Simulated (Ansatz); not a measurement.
Predict a relaxed structure of Zn2Te⁺, charge 1, doublet, at PBE-D4/def2-TZVP (Ansatz).


| atom | x (Å) | y (Å) | z (Å) |
| --- | --- | --- | --- |
| Zn1 | -1.3199 | -1.6740 | 0.5362 |
| Zn2 | 1.5554 | 1.5133 | 0.3501 |
| Te3 | -0.2356 | 0.1607 | -0.8863 |
Point group C2v (tolerance 0.1 Å). This is one stationary point.

In the def2 sets Te takes a core potential; there is no spin–orbit coupling. The relaxation made no stability test and no search for a lower SCF solution. The structure comes from a short search, and lower isomers may exist.
